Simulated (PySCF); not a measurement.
Sn(F)2(Br)(OH) (BrF2HOSn), SMILES [F][Sn]([F])([Br])[OH].

Geometry optimised at B3LYP-D3(BJ)/def2-SVP. The def2 effective core potentials stand for the cores of Sn; spin–orbit coupling is left out. One conformer was computed; it need not be the lowest.

Two levels are set side by side: PBE/def2-TZVP (PySCF) and B3LYP/def2-TZVP (PySCF). Same geometry, gas phase. Differences are taken from unrounded values.

```tsv
quantity	B3LYP	PBE	PBE minus B3LYP
orbital gap (eV)	5.61	3.90	-1.71
highest occupied level (eV)	-9.29	-8.14	1.14
lowest empty level (eV)	-3.68	-4.24	-0.56
dipole moment (D)	1.31	1.28	-0.03
mean polarisability (bohr³)	57.7	60.1	2.4
```

Without exact exchange PBE keeps part of each electron's self-repulsion, which lifts occupied levels and narrows the gap. PBE's more diffuse valence density responds more strongly to a field. Differences between two approximate levels are no errors against the true value.

Rough cost on one machine, each run with all the roots and properties that it gave: B3LYP against PBE within a factor of 2.
